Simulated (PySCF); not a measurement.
C$_{2}$HO (SMILES [CH-]=C=O), charge -1, singlet, at the geometry optimised at the base level; PySCF with HF/3-21G, frequencies.

Input for PySCF:
```python
from pyscf import gto, scf
from pyscf.hessian import thermo

mol = gto.M(
    atom='''
C    -0.000000   -0.000000   -1.232907
C    -0.000000   -0.000000   -0.017699
H    -0.000000   -0.000000   -2.278172
O     0.000000    0.000000    1.222726
''',
    basis='3-21g',
    charge=-1,
    spin=0,
    verbose=3,
)

mf = scf.RHF(mol)
mf.kernel()
hess = mf.Hessian().kernel()
freq = thermo.harmonic_analysis(mf.mol, hess)
print('frequencies / cm-1', freq['freq_wavenumber'].round(1))
th = thermo.thermo(mf, freq['freq_au'], 100, 101325)
thermo.dump_thermo(mf.mol, th)
```

Output, abridged:

```
converged SCF energy = -150.253040035453
frequencies / cm-1 [ 581.5  581.5  719.8  719.8 1291.9 2343.4 3703.5]
temperature 100.0000 [K]
pressure 101325.00 [Pa]
Rotational constants [GHz] inf 10.68694 10.68694
Symmetry number 1
Zero-point energy (ZPE) 0.02265 [Eh]   59463.188 [J/mol]
                           tot       elec      trans        rot        vib
Entropy [J/mol/K]       184.559      0.000    132.362     52.155      0.042
Cv [J/mol/K]             21.114      0.000     12.472      8.314      0.327
Cp [J/mol/K]             29.428      0.000     20.786      8.314      0.327
Internal energy [J/mol]                      1247.169    831.446  59466.970
Internal energy [Eh]   -150.22960  -150.25304
Enthalpy [J/mol]                             2078.615    831.446  59466.970
Enthalpy [Eh]          -150.22928
Gibbs free energy [J/mol]                  -11157.567  -4384.098  59462.749
Gibbs free energy [Eh] -150.23631
```
